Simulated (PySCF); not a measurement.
# Electron correlation in Ga³⁺ (gallium, charge +3)

[Ar] 3d10, closed-shell 1S. Computed with PySCF 2.14 in x2c-TZVPPall, with the spin-free X2C one-electron Hamiltonian (Gaussian nucleus). Frozen: [Ne]; 18 electrons correlated.

```json
{"level": "CCSD", "correlation energy (mhartree)": "-236.99"}
{"level": "(T)", "correlation energy (mhartree)": "-4.97"}
{"level": "CCSD(T)", "correlation energy (mhartree)": "-241.96"}
```

Diagnostics: T1 = 0.0069, D1 = 0.0128, largest double amplitude 0.012.

Cost of the coupled-cluster step: roughly 2.6 core-seconds, for 18 correlated electrons.

This basis was not built for core-valence correlation, so the inner-shell part is incomplete.
